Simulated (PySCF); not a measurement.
Compound: 2-propylfuran, C7H10O.
Bonds: C1–C2, C2–C3, C3–C4, C4–C5 (aromatic), C5–C6 (aromatic), C6–C7 (aromatic), C7–O8 (aromatic), C4–O8 (aromatic). Hydrogens: H9, H10, H11 on C1; H12, H13 on C2; H14, H15 on C3; H16 on C5; H17 on C6; H18 on C7.

A PySCF run (density fitting, gas phase, GFN2-xTB geometry) gave HOMO -7.04 eV, LUMO 2.07 eV, dipole 0.69 D.

**Question.** Which of these levels was it?
A. PBE0/pcseg-1
B. BHandHLYP/3-21G
C. PBE0/pcSseg-1

**Answer.** B. It is BHandHLYP/3-21G. All candidates on this geometry:

```json
{"level and settings": "PBE0/pcSseg-1", "kind": "global hybrid", "basis functions": "186", "SCF cycles": "14", "E (Eh)": "-347.5179", "HOMO (eV)": "-6.28", "LUMO (eV)": "0.47", "dipole (D)": "0.62"}
{"level and settings": "PBE0/pcseg-1, fitting basis def2-qzvpp-jkfit, level shift 0.2 Eh", "kind": "global hybrid", "basis functions": "162", "SCF cycles": "11", "E (Eh)": "-347.4877", "HOMO (eV)": "-6.32", "LUMO (eV)": "0.44", "dipole (D)": "0.65"}
{"level and settings": "BHandHLYP/3-21G", "kind": "global hybrid", "basis functions": "92", "SCF cycles": "12", "E (Eh)": "-345.8402", "HOMO (eV)": "-7.04", "LUMO (eV)": "2.07", "dipole (D)": "0.69"}
```

The nearest other candidate, by the summed differences of HOMO and LUMO, is PBE0/pcseg-1: its HOMO differs by +0.72 eV and its LUMO by -1.63 eV. Cycle counts include a coarse-grid stage where the run had one.

Conformer computed: `[CH3:1][CH2:2][CH2:3][c:4]1[cH:5][cH:6][cH:7][o:8]1`: C1–C2–C3–C4 63°, C2–C3–C4–C5 71°.
